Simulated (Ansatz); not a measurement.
`F[CH](Cl)[GaH][Cl]` + `N=C=O` → `O=C=[N][GaH][Cl]` + `FCCl` at 298.15 K and 1 bar (ligand exchange at a Ga–C bond).

Computed with Ansatz on PBE0-D4/def2-TZVP structures; ΔE is electronic, products minus reactants. CBS: MP2 limit from def2 TZ/QZ plus the TZ coupled-cluster correction, frozen cores. This one scheme is used for every species. For Ga outer-core shells are correlated without core-valence functions, which leaves a few kJ/mol of doubt a bond. Scalar relativity is left out up to krypton. Each species was taken in one conformer, which may not be the lowest.

| species | CCSD(T)/CBS energy (Eh) | H − E (kJ/mol) | S (J/(mol·K)) |
| --- | --- | --- | --- |
| `F[CH](Cl)[GaH][Cl]` | -2982.57501 | 95.0 | 369.0 |
| `N=C=O` | -168.51995 | 67.5 | 238.3 |
| `O=C=[N][GaH][Cl]` | -2552.32599 | 75.9 | 350.0 |
| `FCCl` | -598.81139 | 93.0 | 264.2 |

H − E and S are ideal-gas, rigid-rotor, harmonic terms from PBE0-D4/def2-TZVP, for one conformer and one mirror image of each species. 1 Eh = 2625.50 kJ/mol, R = 8.31446 J/(mol·K).

By hand: ΔE, ΔH, ΔS and ΔG.

ΔE = (-2552.32599) + (-598.81139) − (-2982.57501) − (-168.51995) = -0.04242 Eh = -111.4 kJ/mol. Δ(H − E) = 75.9 + 93.0 − 95.0 − 67.5 = 6.4, so ΔH = -105.0 kJ/mol. ΔS = 350.0 + 264.2 − 369.0 − 238.3 = 6.9 J/(mol·K). ΔG = -105.0 − 298.15 × (6.9)/1000 = -107.1 kJ/mol.

By hand: the equilibrium constant, and the temperature at which ΔG would vanish if ΔH and ΔS stayed fixed.

log₁₀ K = −ΔG/(RT ln 10) = 18.8. ΔH and −TΔS have one sign here, so there is no such temperature.

The number of gas molecules stays the same, so ΔS is small and ΔH decides. A doubt of 5 kJ/mol in ΔE shifts log₁₀ K by 0.9 here. Other conformers and mirror images would add mixing entropy, several J/(mol·K) or more a flexible species. Modes under 60 cm⁻¹, often nearly free rotors, make the harmonic entropy too high. These are equilibria of isolated gas molecules and say nothing of rates. Largest T1 diagnostic: 0.018 (customary marks: 0.02 for closed shells, 0.045 for open ones).

ΔS is within the doubt of such terms, so its sign, and with it that verdict, could turn.
